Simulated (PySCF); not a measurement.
## Gallium: highly charged ions in a basis for the neutral atom

Ga¹⁶⁺ [Ne] 3s2 3p3, Ga¹⁷⁺ [Ne] 3s2 3p2. Computed with PySCF 2.14 in x2c-TZVPall, with scalar relativity by spin-free X2C-1e. No spin-orbit coupling, so a gap to NIST mixes the basis error with missing relativistic terms.

Changed run: basis of the neutral atom used for a highly charged ion. This setting is unsound on purpose.

| species | method | sound run (hartree) | changed run (hartree) | converged |
| --- | --- | --- | --- | --- |
| Ga¹⁶⁺ | UHF | not run | -1811.47174 | yes |
| Ga¹⁶⁺ | MN15 | not run | -1813.23225 | yes |
| Ga¹⁶⁺ | B3LYP | not run | -1812.11738 | yes |
| Ga¹⁷⁺ | UHF | not run | -1789.50783 | yes |
| Ga¹⁷⁺ | MN15 | not run | -1791.19473 | yes |
| Ga¹⁷⁺ | B3LYP | not run | -1790.11603 | yes |

Ionisation energy of Ga¹⁶⁺:

```json
{"method": "UHF", "changed run (eV)": "597.67", "NIST (eV)": "599.8 ± 1.4"}
{"method": "MN15", "changed run (eV)": "599.67", "NIST (eV)": "599.8 ± 1.4"}
{"method": "B3LYP", "changed run (eV)": "598.69", "NIST (eV)": "599.8 ± 1.4"}
```

The contracted functions were made for the neutral atom and can be too rigid for a highly charged ion.
